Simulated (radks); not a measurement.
Coulomb parameter of the 3d shell of neutral titanium in the model configuration [Ar] 3d0.5 4s2 4p1.5, as a second difference U = [E(n + 0.25) + E(n - 0.25) - 2 E(n)] / (0.25)^2 with all orbitals relaxed. "Bare": the charge of the atom changes with n. "Screened": the 4p shell takes up the change at fixed total charge, which measures U(3d,3d) + U(4p,4p) - 2 U(3d,4p). All-electron calculation, scalar-relativistic Kohn-Sham, BLYP, spin-unpolarised, spherical densities, point nucleus. Program: a radial shooting solver on a logarithmic mesh with Libxc functionals.

case	configuration	E - E(n) (eV)
start	[Ar] 3d0.5 4s2 4p1.5	0.000
bare +0.25	[Ar] 3d0.75 4s2 4p1.5	-2.670
bare -0.25	[Ar] 3d0.25 4s2 4p1.5	3.418
screened +0.25	[Ar] 3d0.75 4s2 4p1.25	-2.158
screened -0.25	[Ar] 3d0.25 4s2 4p1.75	2.472

U(bare) = 11.979 eV, U(screened by 4p) = 5.026 eV, against the Slater integral F0(3d,3d) = 19.288 eV with frozen orbitals. The step up makes a negative ion, whose loosely bound charge lowers the bare value.
